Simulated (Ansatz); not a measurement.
Compare A (`FC1=C[C@H](F)[C@H]1F`) with its isomer B (`FCC#CC(F)F`).

Computed with Ansatz on PBE0-D4/def2-TZVP structures; ΔE is electronic, products minus reactants. CCSD(T)/CBS is the MP2 limit (def2-TZVPP, def2-QZVPP) plus CCSD(T) − MP2 in def2-TZVPP, frozen cores. Functionals use def2-TZVPP.

A:

```xyz
10

F     1.655    0.042    1.746
C     0.821    0.097    0.736
C     0.902    0.572   -0.504
C    -0.455    0.021   -0.841
F    -1.384    0.947   -1.253
C    -0.580   -0.406    0.646
F    -0.766   -1.742    0.883
H     1.629    1.133   -1.072
H    -0.484   -0.823   -1.533
H    -1.339    0.159    1.192
```

B:

```xyz
10

F    -1.4424    2.2835    0.9677
C    -1.0606    1.7538   -0.2455
C    -0.3151    0.5212   -0.0712
C     0.3040   -0.5000    0.0417
C     1.0483   -1.7348    0.2458
F     0.4391   -2.7717   -0.3794
F     2.2994   -1.6320   -0.2655
H    -0.4449    2.4944   -0.7653
H    -1.9618    1.5666   -0.8375
H     1.1341   -1.9811    1.3093
```

**Question.** Which is lower in electronic energy at CCSD(T)/CBS, and by how much? (Best estimate.)

**Answer.** The calculation gave: A, by 37.1 kJ/mol.

**Question.** Give E(B) − E(A) in kJ/mol with PBE0-D4, ωB97M-V, B2PLYP, CCSD(T)/def2-TZVPP, PBE-D4, CCSD/def2-TZVPP, MP2/def2-TZVPP. (Best estimate.)

**Answer.** The calculation gave: PBE0-D4 58.6, ωB97M-V 44.9, B2PLYP 24.4, CCSD(T)/def2-TZVPP 34.0, PBE-D4 53.2, CCSD/def2-TZVPP 32.2, MP2/def2-TZVPP 28.8. None reverses the order clearly.

**Question.** Does the order hold for the free energy at 298.15 K (harmonic terms from PBE0-D4)? (An estimate is asked.)

**Answer.** The calculation gave: Yes: G(B) − G(A) = +25.7 kJ/mol. Modes under 60 cm⁻¹, often nearly free rotors, make the harmonic entropy too high.

Largest T1 diagnostic: 0.012.

From PBE to PBE0 (25 % exact exchange), in def2-TZVPP and without D4, E(B) − E(A) moves by +6.0 kJ/mol. The D4 term adds +5.4 kJ/mol with B3LYP and +2.6 kJ/mol with PBE0; it sums over pairs of atoms, weighted by their polarisabilities, and B3LYP, whose exchange is more repulsive, gets the larger term.

B3LYP here is the variant with VWN-RPA as its local correlation; programs differ in this.
